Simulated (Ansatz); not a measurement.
`[AlH2][SiH](Cl)[AsH2]` from Hartree–Fock to CCSD(T)

```xyz
9

Al   -0.6130    1.9443    0.3890
Si   -0.4950   -0.3731   -0.4181
Cl    0.1653   -0.4087   -2.3897
As    0.8675   -1.6958    1.0017
H    -1.4960    2.2759    1.6662
H     0.2258    3.0781   -0.3342
H    -1.8176   -1.0600   -0.4191
H     2.1360   -0.9809    0.5578
H     1.0268   -2.7799   -0.0535
```

Total charge 0; spin multiplicity 1. Correlated methods include outer-core shells of As, which these sets cover unevenly. Scalar relativity is left out up to krypton. The geometry is a stationary point of PBE0-D4/def2-TZVP. Frozen core, restricted reference, the Gaussian-basis code of Ansatz.

```json
{"basis": "def2-SVP", "HF (Eh)": "-3226.90492", "MP2 corr.": "-0.52990", "CCSD corr.": "?", "(T)": "-0.01549", "CCSD(T) total": "?"}
{"basis": "def2-TZVPP", "HF (Eh)": "-3227.53186", "MP2 corr.": "?", "CCSD corr.": "?", "(T)": "-0.02827", "CCSD(T) total": "?"}
{"basis": "def2-QZVPP", "HF (Eh)": "-3227.60566", "MP2 corr.": "?", "CCSD corr.": "–", "(T)": "–", "CCSD(T) total": "–"}
```

Question: Fill in the withheld values. (Estimate.)

Answer: The calculation gave: def2-SVP CCSD corr.: -0.58247; def2-SVP CCSD(T) total: -3227.50288; def2-TZVPP MP2 corr.: -0.66259; def2-TZVPP CCSD corr.: -0.71907; def2-TZVPP CCSD(T) total: -3228.27920; def2-QZVPP MP2 corr.: -0.98129.
